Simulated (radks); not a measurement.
Values are calculated unless marked as measured or tabulated.
Problem. Ba15+, configuration [Kr] 4d5. Code: a radial shooting solver on a logarithmic mesh with Libxc functionals. Model: scalar-relativistic Kohn-Sham, PBEsol, spin-polarised, spherical densities, finite nucleus; open shells are filled with parallel spins first (spin-orbit coupling, left out, can overturn this in heavy ions); Fermi nuclear charge, rms radius 4.8378 fm. Some entries of the table are withheld. Estimate them.

| orbital | occ. | eigenvalue (hartree) | r(max) (bohr) |
|---|---|---|---|
| 1s up | 1 | -1380.672 | 0.01643 |
| 1s down | 1 | -1380.670 | 0.01643 |
| 2s up | 1 | -228.4772 | 0.09291 |
| 2s down | 1 | -228.3803 | 0.09290 |
| 2p up | 3 | -206.1854 | 0.07464 |
| 2p down | 3 | -206.1091 | 0.07462 |
| 3s up | 1 | -57.38617 | 0.2659 |
| 3s down | 1 | -57.33240 | 0.2660 |
| 3p up | 3 | -50.24223 | 0.2600 |
| 3p down | 3 | -50.18253 | 0.2601 |
| 3d up | 5 | -39.91601 | 0.2141 |
| 3d down | 5 | -39.82992 | 0.2143 |
| 4s up | 1 | -19.86400 | 0.6130 |
| 4s down | 1 | -19.57195 | 0.6121 |
| 4p up | 3 | (1) | (2) |
| 4p down | 3 | (3) | (4) |
| 4d up | 5 | (5) | 0.6586 |
| 4d down | 0 | (6) | 0.6581 |

Solution. 
(1) 4p up eigenvalue (hartree): -17.43971
(2) 4p up r(max) (bohr): 0.6358
(3) 4p down eigenvalue (hartree): -17.14884
(4) 4p down r(max) (bohr): 0.6351
(5) 4d up eigenvalue (hartree): -13.88562
(6) 4d down eigenvalue (hartree): -13.60000
